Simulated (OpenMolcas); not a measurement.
**Cl3+: from CASSCF to CASPT2**

- Program: OpenMolcas 26.06
- Basis: ANO-R2 [5s4p3d1f]
- Scalar Hamiltonian: X2C, finite nucleus
- Active space: 2 electrons in 3 orbitals (3p)
- State averaging: 2S+1 = 3 even, 3 roots; 2S+1 = 1 even, 6 roots
- Spin-orbit coupling: state interaction with AMFI integrals over the reference wave functions, term energies averaged over their components

Methods on the same reference wave functions:
A. CASSCF
B. SS-CASPT2, IPEA 0.25 Eh, imaginary shift 0.1 Eh (closed shells correlated: 2s 2p 3s)

Energies in cm-1 above 3s2 3p2 3P0, the measured ground level; measured values from Moore, Atomic Energy Levels, vol. I, NSRDS-NBS 35 (1971 reprint of NBS Circular 467, 1949).

| Level | A | B | Measured |
| --- | --- | --- | --- |
| 3s2 3p2 3P0 | 0.0 | 0.0 | 0.0 |
| 3s2 3p2 3P1 | 446 | 453 | 491 |
| 3s2 3p2 3P2 | 1249 | 1251 | 1341 |
| 3s2 3p2 1D2 | 16812 | 13850 | 13766 |
| 3s2 3p2 1S0 | 40555 | 33290 | 32550 |

Deviations, from unrounded energies. A percentage is the sum of absolute deviations over the sum of measured energies, with the sign that they share, or ± where signs differ.

```json
{"Against measurement": "mean absolute deviation (cm-1)", "Levels": "4", "A": "2800", "B": "240"}
{"Against measurement": "fine structure of the ground term (%)", "Levels": "2", "A": "-7.5", "B": "-7.0"}
{"Against measurement": "other terms of the ground configuration (%)", "Levels": "2", "A": "+23.9", "B": "+1.8"}
```

B lies closest to measurement on these levels. The largest miss of B in the table is 3s2 3p2 1S0, by +740 cm-1. The ranking rests on the paired levels alone, and a cruder setting can come out closer through cancelling errors.

From A to B the spin-free energies of the other terms of 3s2 3p2 shown, above 3P, scale by factors of 0.81 to 0.82.

The lowest spin-free term lies below A's lowest term by 0.272 hartree in B.

CASPT2 does not keep the components of a term degenerate, so their means are used; among the terms shown or strongly mixed into the levels shown the widest spread is 120 cm-1 (3s2 3p2 1D, B). With the s shell closed, the reference lacks s² → p² mixing. Computed and measured levels are paired by configuration, term and J; levels that our copy of the source lacks, or whose pairing is in doubt (as where it misses far off the trend of its configuration), stay unpaired and out of the deviations. Levels of configurations outside the active space are missing.
